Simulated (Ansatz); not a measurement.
Reaction (substitution at a C–Ge bond): `C[C](=S)[GeH3]` + H₂Se → `CC(=S)[SeH]` + GeH₄

Calculated with Ansatz (gas phase, PBE0-D4/def2-TZVP geometries, no zero-point term in ΔE). CCSD(T)/CBS is the MP2 limit (def2-TZVPP, def2-QZVPP) plus CCSD(T) − MP2 in def2-TZVPP, frozen cores. Functionals use def2-TZVPP. B3LYP here is the variant with VWN-RPA as its local correlation; programs differ in this. For Ge, Se outer-core shells are correlated without core-valence functions, which leaves a few kJ/mol of doubt a bond. Scalar relativity is left out up to krypton. One conformer a species, not always the lowest.

`C[C](=S)[GeH3]`:

```xyz
10

C    -0.493    0.753    1.159
C     0.272   -0.387    0.579
S     1.038   -1.490    1.475
Ge    0.319   -0.503   -1.393
H    -0.092    1.703    0.788
H    -0.462    0.746    2.249
H    -1.536    0.713    0.823
H     1.122   -1.736   -1.811
H     0.959    0.784   -1.949
H    -1.127   -0.584   -1.920
```

H₂Se:

```xyz
3

Se   -0.396   -0.154    0.536
H    -0.344    0.962   -0.414
H     0.740   -0.808   -0.122
```

`CC(=S)[SeH]`:

```xyz
8

C    -0.328    0.770   -0.187
C     0.757   -0.251   -0.090
S     2.294   -0.005   -0.529
Se    0.264   -1.943    0.601
H    -1.137    0.405   -0.827
H    -0.757    0.963    0.801
H     0.068    1.698   -0.597
H    -1.160   -1.637    0.827
```

GeH₄:

```xyz
5

Ge    0.000    0.000    0.000
H     1.303   -0.786    0.191
H     0.295    1.305   -0.750
H    -0.607    0.324    1.371
H    -0.992   -0.843   -0.812
```

```
             level  ΔE (kJ/mol)
           PBE0-D4         -9.0
          B3LYP-D4         -8.6
            B2PLYP         -6.7
               PBE        -15.0
             B3LYP         -7.8
SCS-MP2/def2-TZVPP         -3.3
   CCSD/def2-TZVPP          3.3
CCSD(T)/def2-TZVPP          0.1
```

(1) What does CCSD(T)/CBS give? (Estimate.)

Largest T1 diagnostic among the species: 0.014.

Results:

(1) Ansatz gave: +0.7 kJ/mol. The listed levels differ from it by -9.7, -9.3, -7.4, -15.7, -8.5, -4.0, 2.6, -0.6 kJ/mol.

In def2-TZVPP, CCSD(T) changes the Hartree–Fock value by −6.7 kJ/mol (the triples alone add −3.2 kJ/mol) and MP2 by −13.2 kJ/mol. From PBE to PBE0 (25 % exact exchange), in def2-TZVPP and without D4, ΔE moves by +6.1 kJ/mol.
